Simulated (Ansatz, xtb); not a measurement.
**Relative energy of two structures of C2H5Zn**

We compare a, the doublet with the links of `C[CH2][Zn]`, with b, a doublet given by its coordinates. Both are isolated molecules in the gas phase, relaxed with PBE0-D3(BJ)/def2-SVP.

a (Å):

```yaml
atoms:
  - { symbol: C, position_ang: [-1.2088, 1.4076, 1.4790] }
  - { symbol: C, position_ang: [-2.1933, 1.2806, 2.6252] }
  - { symbol: Zn, position_ang: [-2.8093, -0.6437, 2.9757] }
  - { symbol: H, position_ang: [-1.6332, 1.0537, 0.5254] }
  - { symbol: H, position_ang: [-0.2879, 0.8285, 1.6560] }
  - { symbol: H, position_ang: [-0.8968, 2.4556, 1.3166] }
  - { symbol: H, position_ang: [-1.7685, 1.6207, 3.5849] }
  - { symbol: H, position_ang: [-3.1231, 1.8470, 2.4465] }
```

b (Å):

```xyz
8

C     0.1965   -0.8014    0.1093
C     1.0038    0.1984    0.7988
Zn   -1.4305    0.3259    0.1079
H    -2.5890    1.3477    0.2038
H     0.5122   -1.0292   -0.9199
H     1.0705    0.2230    1.8899
H     0.0238   -1.7318    0.6709
H     1.5752    0.9492    0.2460
```

Close contacts (Å): C1–C2 1.46, C1–Zn3 1.98, C2–Zn3 2.53, C1–H5 1.10, C1–H7 1.10, C2–H6 1.09, C2–H8 1.09, Zn3–H4 1.55.

**Question.** Which of the two would you expect CCSD(T)/def2-SVP + ΔMP2/def2-TZVPP electronic energies to favour?

**Answer.** Structure a; the calculation gives E(b) − E(a) = +20.9 kcal/mol.

The same difference at several levels:

```json
{"level": "PBE0-D3(BJ)/def2-SVP", "geometry": "PBE0-D3(BJ)/def2-SVP", "E(b) − E(a) (kcal/mol)": "+20.9", "departure from the last row (kcal/mol)": "0.0", "job, with rough time for the two": "optimisation, 23 s"}
{"level": "HF/def2-SVP", "geometry": "PBE0-D3(BJ)/def2-SVP", "E(b) − E(a) (kcal/mol)": "+22.3", "departure from the last row (kcal/mol)": "+1.3", "job, with rough time for the two": "part of the CCSD(T) run"}
{"level": "MP2/def2-SVP", "geometry": "PBE0-D3(BJ)/def2-SVP", "E(b) − E(a) (kcal/mol)": "+22.5", "departure from the last row (kcal/mol)": "+1.5", "job, with rough time for the two": "part of the CCSD(T) run"}
{"level": "CCSD(T)/def2-SVP", "geometry": "PBE0-D3(BJ)/def2-SVP", "E(b) − E(a) (kcal/mol)": "+22.5", "departure from the last row (kcal/mol)": "+1.5", "job, with rough time for the two": "single point"}
{"level": "CCSD(T)/def2-SVP + ΔMP2/def2-TZVPP", "geometry": "PBE0-D3(BJ)/def2-SVP", "E(b) − E(a) (kcal/mol)": "+20.9", "departure from the last row (kcal/mol)": "", "job, with rough time for the two": "single point, 17 s"}
```

None of the levels shown reverses the order. The largest departure from CCSD(T)/def2-SVP + ΔMP2/def2-TZVPP is that of MP2/def2-SVP, 1.5 kcal/mol. Levels run at GFN2-xTB geometries aren't shown. The last row adds to CCSD(T) the change of the MP2 difference between the two basis sets, here −1.5 kcal/mol.

With harmonic frequencies from PBE0-D3(BJ)/def2-SVP (ideal gas, rigid rotor, one conformer each, 298.15 K, 1 atm): the zero-point term adds −4.7 kcal/mol; ΔH is +16.7 and ΔG +16.0 kcal/mol.

Open shells are spin-unrestricted. The correlated steps freeze 7 core orbitals; the last core shell of Zn is correlated, in a basis made for valence electrons. Codes used: Ansatz 0.2.0; the last row on 2 threads of AMD EPYC 9R45 96-Core Processor (Zen 5) on a shared host.
